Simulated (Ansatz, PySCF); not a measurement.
Species: C$_{3}$H$_{6}$O, charge 0, singlet. C3H6O (SMILES C(O)C=C).
B3LYP-D3(BJ)/def2-TZVP minimum from Ansatz (a program for electronic structure):
```
C
C 1 1.3271
H 2 1.0825 1 121.90
H 2 1.0847 3 116.79 1 179.46
H 1 1.0863 2 120.26 3 -1.03
C 1 1.4963 5 115.57 2 178.75
H 6 1.0922 1 110.53 5 60.03
H 6 1.0967 7 107.77 1 -120.37
O 6 1.4280 7 105.02 8 -118.62
H 9 0.9640 6 107.86 7 -175.79
```
Charge 0, spin multiplicity 1.

Quantity: enthalpy of formation at 298 K (by atomisation, with ideal-gas terms from PySCF's Hessian at B3LYP-D3(BJ)/def2-TZVP and the atoms' measured values of the G2/97 table; no spin-orbit terms), in kcal/mol. Radicals and triplets start from unrestricted determinants; spin-orbit coupling is neglected. CBS(X,Y): correlation extrapolated as X^-3, Hartree-Fock from the larger set. A bracket is a step between two methods taken in the basis named. The functionals are non-relativistic, so their misses hold any scalar relativity. '+ core + X2C': CCSD(T) terms for core correlation (cc-pwCVTZ) and scalar relativity (cc-pVTZ-DK). For partners of very few electrons the exact lower level stands in for a higher one.

Measured: -29.8 kcal/mol, -124.5 kJ/mol (CRC Handbook, as tabulated in the package chemicals); atomic spin-orbit terms, which the calculations lack, would raise the computed values.

Task: How far off this value is PBE/def2-TZVPD (Ansatz), in which direction, and which of these levels come nearer: r2SCAN/def2-TZVPD, B3LYP/def2-TZVPD, wB97M-V/def2-TZVPD, CCSD(T)/CBS(cc-pVTZ,cc-pVQZ) + core + X2C?

Result: PBE gives -48.4 kcal/mol, 18.6 kcal/mol below it. Errors of the others: r2SCAN/def2-TZVPD (Ansatz) 1.6; B3LYP/def2-TZVPD (Ansatz) 6.5; wB97M-V/def2-TZVPD (Ansatz) 0.2; CCSD(T)/CBS(cc-pVTZ,cc-pVQZ) + core + X2C (Ansatz) -1.2; CCSD(T)/CBS(cc-pVTZ,cc-pVQZ) + [CCSDT(Q) - CCSD(T)]/cc-pVDZ + core + X2C (Ansatz) -1.9 kcal/mol. Nearer than PBE: r2SCAN/def2-TZVPD, B3LYP/def2-TZVPD, wB97M-V/def2-TZVPD, CCSD(T)/CBS(cc-pVTZ,cc-pVQZ) + core + X2C, CCSD(T)/CBS(cc-pVTZ,cc-pVQZ) + [CCSDT(Q) - CCSD(T)]/cc-pVDZ + core + X2C.
